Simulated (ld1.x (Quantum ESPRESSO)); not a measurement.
An odd input for ld1.x (Quantum ESPRESSO) 7.5 (zirconium (Zr))

Command:

```bash
ld1.x < Zr.in > Zr.out
```

Input:

```
&input
   title='Zr', zed=40., rel=1, dft='PBESOL', iswitch=3,
   config='[Ar] 4d2 5s1.75 5p0.25',
   nld=3, rlderiv=2.70, eminld=-6.0, emaxld=5.0, deld=0.02
 /
 &inputp
   pseudotype=2, tm=.true., lloc=0,
   nlcc=.true., rcore=0.95,
   file_pseudopw='Zr.UPF', file_wfcaegen='ae.wfc', file_wfcncgen='nc.wfc', file_beta='beta', file_chi='chi'
 /
3
4P  2  1   6.00   0.00  1.65  1.65  0.0
4D  3  2   2.00   0.00  2.50  2.50  0.0
4S  1  0   2.00   0.00  1.45  1.45  0.0
 &test
   configts(1)='4s2 4p6 4d2 5s1.75 5p0.25'
 /
```

Output:

```
Program LD1 v.7.5

 %%%%%%%%%%%%%%%%%%%%%%%%%%%%%%%%%%%%%%%%%%%%%%%%%%%%%%%%%%%%%%%%%%%%%%%%%%%%%%
     Error in routine ld1_setup (1):
     all electron wfc corresponding to pseudo-state 4S not found
 %%%%%%%%%%%%%%%%%%%%%%%%%%%%%%%%%%%%%%%%%%%%%%%%%%%%%%%%%%%%%%%%%%%%%%%%%%%%%%

     stopping ...
```

Task: This input was made by a single change from one that runs to its end. What was changed?

Result: The change: core typed as [Ar] in place of [Kr]. The program refuses the input: "ld1_setup: all electron wfc corresponding to pseudo-state 4S not found".
